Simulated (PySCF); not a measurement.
Compound: C3H10OSi3.
Structure used (PBE0-D3(BJ)/def2-SVP), in Å, numbered top down from 1:
```
atom  x, y, z in Å
C1     0.1203    2.7282   -0.4240
C2    -0.0893    1.7329    0.2467
Si3   -0.3562    0.1736    1.1899
O4    -1.9058   -0.3731    0.9370
Si5   -3.1851   -0.1733   -0.1050
Si6    1.2123   -1.3751    0.3951
C7     2.9442   -0.6354    0.4523
H8     0.2972    3.6136   -1.0092
H9    -0.1943    0.4842    2.6401
H10   -3.8833    1.1189    0.1639
H11   -2.7140   -0.1878   -1.5230
H12   -4.1316   -1.3031    0.1135
H13    0.8286   -1.7160   -1.0125
H14    1.1401   -2.6332    1.2051
H15    3.6821   -1.3331    0.0279
H16    2.9786    0.3008   -0.1254
H17    3.2406   -0.4109    1.4883
```

Computed, not measured: core-valence-separated Tamm–Dancoff BHandHLYP/aug-pcX-1 (pcseg-1 on H, def2-SVPD on Si) in PySCF, non-relativistic, gas phase, PBE0-D3(BJ)/def2-SVP geometry. The energies are unshifted.

**Question.** Give energies, oscillator strengths and core holes at the O K edge.

**Answer.** 
| E (eV) | f | core hole on | main final orbital |
| --- | --- | --- | --- |
| 531.85 | 0.0048 | O4 | LUMO (83 %) |
| 533.28 | 0.0252 | O4 | LUMO+6 (36 %) |
| 533.57 | 0.0052 | O4 | LUMO+2 (62 %) |
| 533.84 | 0.0162 | O4 | spread |
| 534.08 | 0.0013 | O4 | LUMO+4 (53 %) |
| 534.27 | 0.0097 | O4 | spread |
| 534.38 | 0.0043 | O4 | spread |

The first line with a tenth or more of the strongest one's intensity is at 531.85 eV (f = 0.005), with the hole on O4 (siloxane oxygen). The strongest listed is at 533.28 eV (f = 0.025; O4).

**Question.** Give energies, oscillator strengths and core holes at the C K edge.

**Answer.** 
```json
{"E (eV)": "282.75", "f": "0.0511", "core hole on": "C2", "main final orbital": "LUMO (48 %)", "polarisation": "across the triple bond"}
{"E (eV)": "282.85", "f": "0.0535", "core hole on": "C2", "main final orbital": "LUMO+2 (67 %)", "polarisation": "across the triple bond"}
{"E (eV)": "282.97", "f": "0.0513", "core hole on": "C1", "main final orbital": "LUMO (53 %)", "polarisation": "across the triple bond"}
{"E (eV)": "283.26", "f": "0.0537", "core hole on": "C1", "main final orbital": "LUMO+2 (65 %)", "polarisation": "across the triple bond"}
{"E (eV)": "284.84", "f": "0.0021", "core hole on": "C7", "main final orbital": "LUMO (61 %)", "polarisation": "–"}
{"E (eV)": "285.62", "f": "0.0200", "core hole on": "C7", "main final orbital": "LUMO+1 (34 %)", "polarisation": "–"}
{"E (eV)": "285.97", "f": "0.0322", "core hole on": "C7", "main final orbital": "LUMO+7 (43 %)", "polarisation": "–"}
{"E (eV)": "286.00", "f": "0.0144", "core hole on": "C2", "main final orbital": "LUMO (43 %)", "polarisation": "across the triple bond"}
{"E (eV)": "286.07", "f": "0.0309", "core hole on": "C7", "main final orbital": "spread", "polarisation": "–"}
{"E (eV)": "286.08", "f": "0.0127", "core hole on": "C1", "main final orbital": "LUMO+1 (45 %)", "polarisation": "along the triple bond"}
{"E (eV)": "286.22", "f": "0.0007", "core hole on": "C7", "main final orbital": "LUMO+2 (65 %)", "polarisation": "–"}
{"E (eV)": "286.23", "f": "0.0011", "core hole on": "C2", "main final orbital": "LUMO+1 (49 %)", "polarisation": "mixed"}
{"E (eV)": "286.54", "f": "0.0081", "core hole on": "C2", "main final orbital": "spread", "polarisation": "mixed"}
{"E (eV)": "286.59", "f": "0.0112", "core hole on": "C7", "main final orbital": "spread", "polarisation": "–"}
{"E (eV)": "286.69", "f": "0.0014", "core hole on": "C7", "main final orbital": "spread", "polarisation": "–"}
```

The first line with a tenth or more of the strongest one's intensity is at 282.75 eV (f = 0.051), with the hole on C2 (alkyne carbon), polarised across the triple bond: a 1s→π* resonance. The strongest listed is at 283.26 eV (f = 0.054; C1).

Roots within 0.03 eV whose holes lie on the same, on equivalent or on shared atoms are summed into one line, and the highest roots are left out, as the search may have cut off their partners. Final orbitals are the ground state's empty Kohn–Sham orbitals. A dash: too weak, shared between unlike atoms, or no plane or axis to refer to.

**Question.** What length of transition dipole belongs to the line at 533.28 eV?

**Answer.** From f = (2/3) ΔE |μ|² in atomic units, with ΔE = 19.598 Eh and f = 0.0252: |μ| = 0.044 au = 0.11 D.

The ionisation thresholds weren't computed; near and above them a finite basis only mimics Rydberg series and continuum.

Hardware: Arm Neoverse V1, one thread (shared host). Cost: 26 s, 1.0 GiB resident at most.

One conformer stands for the species.
